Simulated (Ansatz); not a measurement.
Consider the redistribution: `F[SiH2]C[SiH3]` + `C#C[O][SnH2][NH2]` → `C#CO[SiH2]F` + `[NH2][SnH2][CH2][SiH3]`.

Isolated molecules relaxed with PBE0-D4/def2-TZVP in Ansatz; ΔE leaves out vibrations. CBS: MP2 limit from def2 TZ/QZ plus the TZ coupled-cluster correction, frozen cores. def2 core potentials past Kr. For Sn outer-core shells are correlated without core-valence functions, which leaves a few kJ/mol of doubt a bond. One conformer a species, not always the lowest.

```json
{"species": "`F[SiH2]C[SiH3]`", "CCSD/def2-TZVPP energy (Eh)": "-720.13756"}
{"species": "`C#C[O][SnH2][NH2]`", "CCSD/def2-TZVPP energy (Eh)": "-422.41948"}
{"species": "`C#CO[SiH2]F`", "CCSD/def2-TZVPP energy (Eh)": "-541.77901"}
{"species": "`[NH2][SnH2][CH2][SiH3]`", "CCSD/def2-TZVPP energy (Eh)": "-600.78853"}
```

Work out ΔE.

ΔE = (-541.77901) + (-600.78853) − (-720.13756) − (-422.41948) = -0.01050 Eh = -27.6 kJ/mol. CCSD(T)/CBS gives -24.0 kJ/mol.

Largest T1 diagnostic among the species: 0.014.

From PBE to PBE0 (25 % exact exchange), in def2-TZVPP and without D4, ΔE moves by −6.0 kJ/mol.
